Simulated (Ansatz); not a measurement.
Stepwise reaction of `[Br][SnH2][Br]` with water, as a gas-phase model of exchange steps in deposition or etching. ΔE in kJ/mol; ΔG adds harmonic PBE0-D4 terms to CCSD(T)/CBS, at 1 bar.

Gas-phase electronic energies from Ansatz, PBE0-D4/def2-TZVP geometries. CBS: MP2 limit from def2 TZ/QZ plus the TZ coupled-cluster correction, frozen cores. This one scheme is used for every species. Functionals use def2-TZVPP. B3LYP here is the variant with VWN-RPA as its local correlation; programs differ in this. def2 core potentials past Kr. For Br, Sn outer-core shells are correlated without core-valence functions, which leaves a few kJ/mol of doubt a bond. Scalar relativity is left out up to krypton. One conformer a species, not always the lowest.

```tsv
step	reaction	PBE-D4	B3LYP-D4	ωB97M-V	CCSD(T)/CBS	ΔG(600 K)
1	`[Br][SnH2][Br]` + H₂O → `[OH][SnH2][Br]` + HBr	79.4	80.6	80.5	84.4	72.1
2	`[OH][SnH2][Br]` + H₂O → `[OH][SnH2][OH]` + HBr	81.9	82.5	82.5	85.3	83.1
```

**Question.** By hand: ΔE of the 2 steps together at CCSD(T)/CBS.

**Answer.** (84.4) + (85.3) = 169.7 kJ/mol, or 84.8 kJ/mol a step.

In ΔE the steps differ by no more than 0.9 kJ/mol. All are uphill at CCSD(T)/CBS. ΔG lies between 72.1 and 83.1 kJ/mol a step. PBE-D4 differs from CCSD(T)/CBS by -5.0 to -3.4 kJ/mol a step. Isolated molecules leave out the surface, adducts and barriers. Largest T1 diagnostic: 0.014.
